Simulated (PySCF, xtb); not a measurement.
C2H8ClNSi2, SMILES C[Si@H](Cl)/C=N/[SiH3].

GFN2-xTB (xtb) at its own geometry gives an orbital gap of 2.08 eV and a dipole moment of 1.21 D.

Geometry: ωB97X-D3(BJ)/def2-SVP. The structure was generated by enumeration; whether it is a known compound was not checked. One conformer was computed; it need not be the lowest.

Task: What does PBE/def2-TZVP (PySCF) give? (An estimate is asked for; the answer gives what the named calculation found.)

Result: gap 3.05 eV (levels -5.71 and -2.66 eV), dipole 0.95 D.
